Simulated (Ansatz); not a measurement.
System: sum formula SiN3H7, charge 0, multiplicity 1. 
Structure (B3LYP-D3(BJ)/def2-TZVP (Ansatz, an electronic-structure program) minimum search):
```
Si
N 1 1.7144
H 2 1.0068 1 120.49
H 2 1.0068 3 112.22 1 151.22
N 1 1.7197 2 104.06 3 -170.43
H 5 1.0073 1 120.48 2 -158.39
H 5 1.0081 6 111.59 1 152.24
N 1 1.7197 2 104.06 3 -40.71
H 8 1.0073 1 120.48 2 158.39
H 8 1.0081 9 111.59 1 -152.24
H 1 1.4848 2 119.94 3 74.43
```

Dipole moments at this geometry, in debye (magnitudes).

```csv
level,program,dipole (D)
SVWN5/def2-TZVPD,Ansatz,1.04
PBE/def2-TZVPD,Ansatz,1.03
revPBE/def2-TZVPD,Ansatz,1.04
r2SCAN/def2-TZVPD,Ansatz,1.05
B97M-V/def2-TZVPD,Ansatz,(withheld)
PBE0/def2-TZVPD,Ansatz,1.03
r2SCANh/def2-TZVPD,Ansatz,1.05
CAM-B3LYP/def2-TZVPD,Ansatz,1.02
wB97M-V/def2-TZVPD,Ansatz,1.05
CCSD(T)/aug-cc-pV(D+d)Z,Ansatz,(withheld)
```

Some entries are withheld; supply them.


- B97M-V/def2-TZVPD, dipole (D): 1.11
- CCSD(T)/aug-cc-pV(D+d)Z, dipole (D): 1.01
